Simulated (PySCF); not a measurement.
C4H7BFN. Atoms are numbered in the order given.

```xyz
14

C     -0.7780    -2.9419     0.0000
C      0.1297    -1.9958     0.0000
C      0.9949    -1.0053     0.0000
B      0.5669     0.5014     0.0000
F      1.5383     1.4373     0.0000
N     -0.7715     0.9115     0.0000
C     -1.2495     2.2757     0.0000
H     -1.1630    -3.3608     0.9374
H     -1.1630    -3.3608    -0.9374
H      2.0673    -1.2507     0.0000
H     -1.4905     0.1941     0.0000
H     -1.8608     2.5000     0.8920
H     -0.3894     2.9590     0.0000
H     -1.8608     2.5000    -0.8920
```

Geometry: r2SCAN-D4/def2-SVP. This is a generated structure with no PubChem entry under its InChIKey; it may be hypothetical. One conformer was computed; it need not be the lowest.

All values below come from PBE/def2-TZVP in PySCF.

Atomic charges (e):

```json
[
 {"atom": "C1", "IAO": "-0.40", "Löwdin": "-0.23"},
 {"atom": "C2", "IAO": "0.08", "Löwdin": "-0.05"},
 {"atom": "C3", "IAO": "-0.35", "Löwdin": "-0.09"},
 {"atom": "B4", "IAO": "0.45", "Löwdin": "-0.84"},
 {"atom": "F5", "IAO": "-0.32", "Löwdin": "0.32"},
 {"atom": "N6", "IAO": "-0.39", "Löwdin": "0.17"},
 {"atom": "C7", "IAO": "-0.32", "Löwdin": "-0.31"},
 {"atom": "H8", "IAO": "0.18", "Löwdin": "0.14"},
 {"atom": "H9", "IAO": "0.18", "Löwdin": "0.14"},
 {"atom": "H10", "IAO": "0.18", "Löwdin": "0.18"},
 {"atom": "H11", "IAO": "0.28", "Löwdin": "0.20"},
 {"atom": "H12", "IAO": "0.14", "Löwdin": "0.12"},
 {"atom": "H13", "IAO": "0.16", "Löwdin": "0.13"},
 {"atom": "H14", "IAO": "0.14", "Löwdin": "0.12"}
]
```

Computed Mayer and Wiberg (Löwdin basis) orders of the bonds:
| bond | Mayer | Wiberg |
|---|---|---|
| C1–C2 | 1.95 | 2.17 |
| C2–C3 | 1.79 | 1.98 |
| C3–B4 | 1.01 | 1.16 |
| B4–F5 | 1.16 | 1.99 |
| B4–N6 | 1.39 | 1.70 |
| N6–C7 | 0.94 | 1.33 |
| C1–H8 | 0.93 | 0.86 |
| C1–H9 | 0.93 | 0.86 |
| C3–H10 | 0.93 | 0.77 |
| N6–H11 | 0.91 | 0.82 |
| C7–H12 | 0.96 | 0.92 |
| C7–H13 | 0.97 | 0.90 |
| C7–H14 | 0.96 | 0.92 |
